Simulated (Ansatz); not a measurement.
Geometry optimisation, RHF/def2-SVP in Ansatz.

input.yaml

```yaml
crystal:
  periodic: [false, false, false]
  atoms:
    - { symbol: In, position_ang: [0.016687, -0.290309, 0.021233] }
    - { symbol: O, position_ang: [-0.013121, -0.198617, 2.002202] }
    - { symbol: H, position_ang: [-0.768544, -0.496318, 2.484789] }
    - { symbol: Cl, position_ang: [2.067039, -0.220321, -1.076496] }
    - { symbol: O, position_ang: [-1.612156, -0.505222, -1.059232] }
    - { symbol: H, position_ang: [-2.465594, -0.452248, -0.658986] }
    - { symbol: H, position_ang: [0.455052, 2.456586, 1.062678] }
    - { symbol: H, position_ang: [0.344039, 1.943548, 1.546112] }
basis:
  gaussian: { orbitals: def2-SVP }
hamiltonian:
  xc: hf
relax:
  f_tol: 0.03
  max_steps: 50
```

Launched with:

```bash
$ ansatz run input.yaml --threads 1 --pin off --max-ram 2048MiB --backend cpu --events-out ev --progress --plain --runs-dir out
```

Q: Where does it end, and by what steps?

A: It converged. The force dipped under the threshold on the way, but the program's further checks kept it going. After 15 steps the energy has fallen by 0.094 eV; O2 moved furthest, 0.46 Å.

```json
{"step": "0", "energy less start (eV)": "0.0000", "largest force component (eV/Å)": "1.176", "accepted": "yes"}
{"step": "1", "energy less start (eV)": "-0.0756", "largest force component (eV/Å)": "0.207", "accepted": "yes"}
{"step": "2", "energy less start (eV)": "-0.0858", "largest force component (eV/Å)": "0.091", "accepted": "yes"}
{"step": "3", "energy less start (eV)": "-0.0871", "largest force component (eV/Å)": "0.246", "accepted": "yes"}
{"step": "4", "energy less start (eV)": "-0.0874", "largest force component (eV/Å)": "0.350", "accepted": "yes"}
{"step": "5", "energy less start (eV)": "-0.0902", "largest force component (eV/Å)": "0.038", "accepted": "yes"}
{"step": "6", "energy less start (eV)": "-0.0912", "largest force component (eV/Å)": "0.020", "accepted": "yes"}
{"step": "7", "energy less start (eV)": "-0.0916", "largest force component (eV/Å)": "0.116", "accepted": "yes"}
{"step": "8", "energy less start (eV)": "-0.0912", "largest force component (eV/Å)": "0.259", "accepted": "no"}
{"step": "9", "energy less start (eV)": "-0.0925", "largest force component (eV/Å)": "0.053", "accepted": "yes"}
{"step": "10", "energy less start (eV)": "-0.0931", "largest force component (eV/Å)": "0.099", "accepted": "yes"}
{"step": "11", "energy less start (eV)": "-0.0935", "largest force component (eV/Å)": "0.097", "accepted": "yes"}
{"step": "12", "energy less start (eV)": "-0.0937", "largest force component (eV/Å)": "0.141", "accepted": "yes"}
{"step": "13", "energy less start (eV)": "-0.0940", "largest force component (eV/Å)": "0.105", "accepted": "yes"}
{"step": "14", "energy less start (eV)": "-0.0944", "largest force component (eV/Å)": "0.044", "accepted": "yes"}
{"step": "15", "energy less start (eV)": "-0.0944", "largest force component (eV/Å)": "0.023", "accepted": "yes"}
```

```xyz
8
Properties=species:S:1:pos:R:3
In 0.081 -0.378 0.108
O 0.083 -0.642 2.060
H -0.731 -0.723 2.533
Cl 2.128 -0.388 -1.003
O -1.548 -0.172 -0.976
H -2.401 -0.190 -0.571
H 0.173 2.533 0.752
H 0.238 2.197 1.418
```

The run took 42 s on 1 thread of Arm Neoverse V1 (shared host), peak memory 0.19 GiB.
